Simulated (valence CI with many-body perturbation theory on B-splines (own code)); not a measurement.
**Level structure of Ti7+**

Level of theory: configuration interaction combined with many-body perturbation theory (CI+MBPT): five valence electrons over a frozen Dirac-Fock core [Ne], a basis of 9 s, 9 p, 8 d, 6 f, 3 g, 1 h functions for each j, with the one-electron correlation potential Σ1 (screened to all orders), the two-electron term Σ2, the three-electron term Σ3, Breit, model QED; selected single and double excitations, second order for the rest, scaled by the run's own slope (own B-spline code, finite nucleus).

Set against measurement, 6 paired levels are off by 127 cm⁻¹ on average, the worst by 215. These come from a selection out of Corliss and Sugar, J. Phys. Chem. Ref. Data 8, 1 (1979). Levels without a partner in it may be off by more. Among the levels kept, up to 730 cm⁻¹ of a level comes from second order outside the variational space, and about a tenth of that is noise between levels of different J, which matters for small intervals.

Levels 1 to 45 of 48, with energies above the lowest level, 3s2 3p3 4S°_3/2. "Leading %" is the weight of the configuration and term that name the level; weights of strongly mixed levels are sums over their largest components and can fall short. In the jj column 3d3/2^4 stands for four electrons in 3d with j = 3/2. Lifetimes count E1, E2, E3, M1 and M2 decay at the calculated energies, and are blank where another channel may lead or the interval is too uncertain; long ones can be off by a factor of two.

```csv
No.,Configuration,Term,J,E (cm⁻¹),Leading %,g,Leading jj,Lifetime
1,3s2 3p3,4S°,3/2,0,96,1.997,3s^2 3p1/2 3p3/2^2 (52 %),
2,3s2 3p3,2D°,3/2,32417,91,0.825,3s^2 3p1/2 3p3/2^2 (43 %),419 ms
3,3s2 3p3,2D°,5/2,33484,96,1.200,3s^2 3p1/2 3p3/2^2 (96 %),11.0 s
4,3s2 3p3,2P°,1/2,54507,95,0.665,3s^2 3p1/2 3p3/2^2 (95 %),34.2 ms
5,3s2 3p3,2P°,3/2,55947,90,1.313,3s^2 3p3/2^3 (67 %),14.1 ms
6,3s 3p4,4P,5/2,194430,87,1.599,3s 3p1/2^2 3p3/2^2 (63 %),1.19 ns
7,3s 3p4,4P,3/2,198050,87,1.734,3s 3p1/2 3p3/2^3 (76 %),1.14 ns
8,3s 3p4,4P,1/2,199910,87,2.668,3s 3p3/2^4 (35 %),1.11 ns
9,3s 3p4,2D,3/2,241090,75,0.802,3s 3p1/2 3p3/2^3 (48 %),559 ps
10,3s 3p4,2D,5/2,241550,76,1.202,3s 3p1/2 3p3/2^3 (55 %),589 ps
11,3s2 3p2 3d,2P,3/2,278120,52,1.331,3s 3p1/2 3p3/2^3 (24 %),206 ps
12,3s2 3p2 3d,2P,1/2,281240,46,0.806,3s 3p1/2 3p3/2^3 (27 %),195 ps
13,3s 3p4,2S,1/2,290630,71,1.861,3s 3p3/2^4 (38 %),209 ps
14,3s2 3p2 3d,4F,3/2,307430,95,0.408,3s^2 3p1/2^2 3d3/2 (38 %),33.6 ns
15,3s2 3p2 3d,4F,5/2,308800,94,1.035,3s^2 3p1/2 3p3/2 3d3/2 (57 %),54.8 ns
16,3s2 3p2 3d,4F,7/2,310780,94,1.241,3s^2 3p1/2 3p3/2 3d5/2 (60 %),147 ns
17,3s2 3p2 3d,4F,9/2,313370,96,1.332,3s^2 3p3/2^2 3d5/2 (57 %),
18,3s2 3p2 3d,2F,5/2,317940,78,0.953,3s^2 3p1/2 3p3/2 3d3/2 (60 %),54.9 ns
19,3s2 3p2 3d,2F,7/2,319430,49,1.282,3s^2 3p1/2 3p3/2 3d5/2 (63 %),121 ns
20,3s2 3p2 3d,4D,1/2,319640,96,0.000,3s^2 3p1/2 3p3/2 3d3/2 (76 %),9.50 ns
21,3s2 3p2 3d,4D,3/2,320070,94,1.192,3s^2 3p1/2 3p3/2 3d3/2 (35 %),9.04 ns
22,3s2 3p2 3d,4D,5/2,321600,76,1.268,3s^2 3p1/2 3p3/2 3d5/2 (41 %),12.5 ns
23,3s2 3p2 3d,4D,7/2,325080,47,1.285,3s^2 3p3/2^2 3d5/2 (89 %),6.10 μs
24,3s2 3p2 3d,2G,7/2,353530,96,0.890,3s^2 3p1/2 3p3/2 3d3/2 (52 %),20.8 ns
25,3s2 3p2 3d,2G,9/2,354360,96,1.112,3s^2 3p1/2 3p3/2 3d5/2 (57 %),
26,3s2 3p2 3d,2P,3/2,364590,50,1.328,3s^2 3p1/2 3p3/2 3d5/2 (34 %),22.7 ps
27,3s2 3p2 3d,2P,1/2,369170,52,0.689,3s^2 3p3/2^2 3d5/2 (29 %),22.7 ps
28,3s2 3p2 3d,4P,5/2,371210,84,1.593,3s^2 3p1/2 3p3/2 3d5/2 (46 %),16.5 ps
29,3s2 3p2 3d,4P,3/2,373100,84,1.717,3s^2 3p1/2 3p3/2 3d3/2 (29 %),16.3 ps
30,3s2 3p2 3d,4P,1/2,374190,84,2.642,3s^2 3p3/2^2 3d3/2 (47 %),16.0 ps
31,3s2 3p2 3d,2D,3/2,379450,89,0.820,3s^2 3p1/2^2 3d3/2 (31 %),106 ps
32,3s2 3p2 3d,2D,5/2,384080,88,1.206,3s^2 3p3/2^2 3d5/2 (58 %),72.7 ps
33,3s2 3p2 3d,2D,5/2,399820,81,1.200,3s^2 3p1/2 3p3/2 3d5/2 (41 %),23.4 ps
34,3s2 3p2 3d,2D,3/2,400290,78,0.804,3s^2 3p1/2 3p3/2 3d3/2 (35 %),20.2 ps
35,3s2 3p2 3d,2P,1/2,413440,80,0.791,3s^2 3p1/2 3p3/2 3d5/2 (66 %),20.3 ps
36,3s2 3p2 3d,2P,3/2,416150,87,1.329,3s^2 3p3/2^2 3d5/2 (47 %),20.0 ps
37,3s2 3p2 3d,2S,1/2,417820,70,1.881,3s^2 3p1/2 3p3/2 3d3/2 (30 %),21.5 ps
38,3s2 3p2 3d,2F,5/2,419470,90,0.876,3s^2 3p1/2 3p3/2 3d3/2 (31 %),13.3 ps
39,3s2 3p2 3d,2F,7/2,420500,95,1.142,3s^2 3p1/2 3p3/2 3d5/2 (58 %),13.2 ps
40,3s2 3p2 3d,2D,5/2,435700,87,1.182,3s^2 3p3/2^2 3d5/2 (51 %),14.8 ps
41,3s2 3p2 3d,2D,3/2,436920,92,0.800,3s^2 3p3/2^2 3d3/2 (44 %),15.0 ps
42,3s 3p3 3d,6D°,1/2,441450,99,3.336,3s 3p1/2 3p3/2^2 3d3/2 (53 %),130 ns
43,3s 3p3 3d,6D°,3/2,441520,99,1.867,3s 3p1/2 3p3/2^2 3d3/2 (46 %),154 ns
44,3s 3p3 3d,6D°,5/2,441650,99,1.657,3s 3p1/2 3p3/2^2 3d3/2 (36 %),224 ns
45,3s 3p3 3d,6D°,7/2,441820,99,1.587,3s 3p1/2 3p3/2^2 3d5/2 (33 %),444 ns
```

Names give the largest LS component (configuration and term), which can be under half, so a name can repeat, a term be missing and a line seem to break the LS rules; names also repeat where a configuration has a term twice.

The ionisation energy to 3s2 3p2 3P_0 of the next ion comes out as 168.62 eV (NIST: 170.5 ± 0.4 eV (semi-empirical), further off than twice its uncertainty). All 48 levels together are meant to be complete up to 459850 cm⁻¹.
